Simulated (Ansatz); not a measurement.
Frontier orbitals of `C[B]1C[BH][Al]1[CH3]`.

Charge 0, multiplicity 1. All single points use the PBE0-D4/def2-TZVP geometry. Basis def2-TZVPP, Ansatz 0.2.0.

```json
{"functional": "PBE", "HOMO (eV)": "-4.67", "LUMO (eV)": "-2.66", "gap (eV)": "2.01"}
{"functional": "B97M-V", "HOMO (eV)": "-4.80", "LUMO (eV)": "-2.50", "gap (eV)": "2.30"}
{"functional": "PBE0", "HOMO (eV)": "-5.68", "LUMO (eV)": "-1.82", "gap (eV)": "3.86"}
{"functional": "CAM-B3LYP", "HOMO (eV)": "-6.95", "LUMO (eV)": "-0.73", "gap (eV)": "6.22"}
{"functional": "ωB97M-V", "HOMO (eV)": "-7.72", "LUMO (eV)": "0.01", "gap (eV)": "7.73"}
```

From PBE to PBE0 the HOMO moves by −1.01 eV and the LUMO by +0.85 eV, and with ωB97M-V by −3.05 and +2.67 eV, so the gap grows from 2.01 to 7.73 eV with exact exchange. A positive LUMO is unbound and depends on the basis.
